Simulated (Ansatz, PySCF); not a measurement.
Molecule: sum formula SnOCl2, net charge 0, singlet state. 
Geometry from a B3LYP-D3(BJ)/def2-TZVP (Ansatz, an electronic-structure program) optimisation:
```xyz
4

Sn    -0.2739    -0.2461    -0.0432
O     -1.6230    -1.4586    -0.2557
Cl    -0.2061     1.9614    -0.7536
Cl     1.7754    -0.5511     1.0009
```

Total electronic energies in hartree. Correlated levels leave the core frozen unless marked. No spin-orbit coupling. The frozen core is the preceding noble-gas configuration, with the filled d and f shells of earlier blocks. In def2 rows, elements after Kr have scalar-relativistic effective core potentials. CBS(X,Y): correlation extrapolated as X^-3; Hartree-Fock from the larger set.

```csv
level,program,energy (Eh)
HF/def2-QZVPP,Ansatz,-1207.32685
HF-D4/def2-TZVPD,PySCF + dftd4,-1207.31021
RI-HF/def2-QZVPPD,Ansatz,-1207.32679
PBE-D3(BJ)/def2-TZVPD,Ansatz + dftd3,-1209.59301
BLYP/def2-TZVPD,Ansatz,-1209.98036
revPBE/def2-TZVPD,Ansatz,-1209.89421
B3LYP-D3(BJ)/def2-TZVPD,Ansatz + dftd3,-1210.13727
PBE0/def2-TZVPD,Ansatz,-1209.65113
r2SCAN0/def2-TZVPD,Ansatz,-1209.95794
CAM-B3LYP/def2-TZVPD,Ansatz,-1210.01195
wB97X-V/def2-TZVPD,Ansatz,-1209.84011
B2GP-PLYP/def2-TZVPD,Ansatz,-1209.27338
SCS-MP2/def2-TZVPPD,Ansatz,-1208.00517
CCSD(T)/def2-SVPD,Ansatz,-1207.50791
"CCSD(T)/CBS(def2-TZVPPD,def2-QZVPPD)",Ansatz,-1208.2181
```

Totals of different functionals don't rank their quality; only differences between species are comparable.
